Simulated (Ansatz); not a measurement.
SiHMe2(OSiMe3) (C5H16OSi2). Total charge 0; singlet. Geometry r2SCAN-D4/def2-SVP.

```xyz
24

Si   -0.877    1.341    0.799
H    -1.663    1.799   -0.397
C    -2.011    1.189    2.278
H    -2.477    2.156    2.528
H    -1.450    0.842    3.161
H    -2.817    0.464    2.085
C     0.503    2.566    1.129
H     0.102    3.566    1.362
H     1.168    2.667    0.256
H     1.116    2.239    1.985
O    -0.232   -0.161    0.487
Si    0.419   -1.084   -0.749
C    -0.959   -1.585   -1.919
C     1.196   -2.588    0.048
C     1.710   -0.068   -1.659
H    -0.582   -2.217   -2.740
H    -1.438   -0.701   -2.371
H    -1.739   -2.154   -1.388
H     0.446   -3.161    0.617
H     1.637   -3.263   -0.704
H     1.995   -2.295    0.749
H     1.261    0.829   -2.120
H     2.506    0.269   -0.974
H     2.187   -0.650   -2.465
```

LC-ωPBE has ω = 0.4 bohr⁻¹.

(1) Estimate the orbital energies around the gap (eV) in Ansatz with HF/STO-3G, PBE-D4/def2-SVP, r2SCAN-D4/def2-TZVP, PBE0-D4/def2-SVP, LC-ωPBE/def2-TZVP.

## Answers

(1) 
| orbital | HF/STO-3G | PBE-D4/def2-SVP | r2SCAN-D4/def2-TZVP | PBE0-D4/def2-SVP | LC-ωPBE/def2-TZVP |
| --- | --- | --- | --- | --- | --- |
| HOMO−9 | -13.59 | -9.34 | -9.82 | -10.90 | -13.89 |
| HOMO−8 | -13.56 | -9.23 | -9.70 | -10.79 | -13.77 |
| HOMO−7 | -13.38 | -9.01 | -9.49 | -10.56 | -13.52 |
| HOMO−6 | -11.57 | -8.76 | -9.22 | -10.30 | -13.20 |
| HOMO−5 | -11.44 | -8.31 | -8.79 | -9.94 | -12.92 |
| HOMO−4 | -11.21 | -8.25 | -8.71 | -9.88 | -12.84 |
| HOMO−3 | -10.37 | -7.23 | -7.61 | -8.62 | -11.45 |
| HOMO−2 | -10.20 | -7.20 | -7.56 | -8.58 | -11.38 |
| HOMO−1 | -8.04 | -6.47 | -6.93 | -7.90 | -10.70 |
| HOMO | -7.91 | -6.30 | -6.77 | -7.74 | -10.54 |
| LUMO | 11.66 | 0.55 | 0.65 | 1.38 | 2.85 |
| LUMO+1 | 13.78 | 1.01 | 1.08 | 1.89 | 3.33 |
| LUMO+2 | 13.98 | 1.23 | 1.30 | 2.10 | 3.47 |
| LUMO+3 | 14.63 | 1.48 | 1.42 | 2.33 | 3.89 |
| LUMO+4 | 14.84 | 1.77 | 1.86 | 2.65 | 4.01 |
| LUMO+5 | 15.34 | 2.09 | 2.14 | 3.00 | 4.41 |
